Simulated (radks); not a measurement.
Problem. Zn I, configuration [Ar] 3d10 4s2. Calculated with a radial shooting solver on a logarithmic mesh with Libxc functionals: scalar-relativistic Kohn-Sham, LDA (Slater exchange, Perdew-Wang correlation), spin-polarised, spherical densities, finite nucleus; Fermi nuclear charge, rms radius 3.9283 fm. Some entries of the table are withheld. Estimate them.

orbital,occ.,eigenvalue (hartree),<1/r> (bohr^-1)
1s,2,(1),(2)
2s,2,-42.48820,6.574
2p,6,-36.87623,6.457
3s,2,-4.72691,(3)
3p,6,-3.05988,1.936
3d,10,-0.38310,1.511
4s,2,-0.22856,0.4968

Solution. 
(1) 1s eigenvalue (hartree): -349.3797
(2) 1s <1/r> (bohr^-1): 30.18
(3) 3s <1/r> (bohr^-1): 2.088
